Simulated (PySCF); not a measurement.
## Electronic structure of Pt⁺ (platinum, charge +1) at the UHF level

Configuration: [Xe] 4f14 5d8 6s1, high-spin 4F determinant (an excited configuration). All numbers are calculated (PySCF 2.14, a scalar-relativistic core potential, in aug-cc-pVTZ-PP with one added diffuse shell each of s, p, d, f, g type with ECP60MDF (7s7p6d4f3g, 113 functions)).

```
Total energy             : -118.227993 hartree
One-electron energy      : -201.8121 hartree
Hartree (Coulomb) energy : 94.1643 hartree
Exchange energy          : -10.5802 hartree
⟨S²⟩                     : 3.7535
⟨L²⟩                     : 12.045
Sum of ⟨r⟩               : 24.22 bohr
Sum of ⟨r²⟩              : 42.54 bohr²
```

| shell | electrons | mean orbital energy (eV) | spread (eV) | rms radius, mean of both spins (bohr) |
| --- | --- | --- | --- | --- |
| 5s α | 1 | -132.51 | 0 | 1.03 |
| 5s β | 1 | -129.25 | 0 | 1.03 |
| 5p α | 3 | -82.755 | 0 | 1.19 |
| 5p β | 3 | -78.485 | 0 | 1.19 |
| 5d α | 5 | -23.315 | 1.142 | 1.71 |
| 5d β | 3 | -21.254 | 0 | 1.71 |
| 6s α | 1 | -16.893 | 0 | 2.90 |

Energies and moments cover only the electrons outside the core potential. Spin-orbit coupling, absent here, splits the open shell strongly.
